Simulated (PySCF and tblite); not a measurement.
Values are calculated unless marked as measured or tabulated.
System: C₅H₂N₃O₂ (charge -1), numbered as in [CH:1]#[C:2][c:3]1[n:4][n-:5][c:6]([C:7](=[O:8])[OH:9])[n:10]1.

The path came from a restrained scan, a climbing-image band and a saddle search at GFN2-xTB; energies are CAM-B3LYP/pcSseg-1 + D3(BJ)//B3LYP-D3(BJ)/def2-SVP, thermal terms GFN2-xTB. Rates follow Eyring's equation with the number of equivalent paths and no tunnelling. Programs: tblite and PySCF.

Tunnelling of the moving H, left out here, will speed the real process. In real samples such hydrogens mostly exchange between molecules or through solvent, far faster than by this path. The ion is treated without a counter-ion.

Question: What barrier does the shift of H on O9 from O9 to O8 meet, and how fast is it at 298 K?

Answer: The electronic barrier is 29.6 kcal/mol and ΔG‡(298 K) 26.7 kcal/mol, over a Cs saddle with an imaginary mode of 1701i cm⁻¹ (GFN2-xTB). With 1 equivalent path, k is 1.6×10⁻⁷ s⁻¹. The end lies 0.1 kcal/mol above the start in free energy.
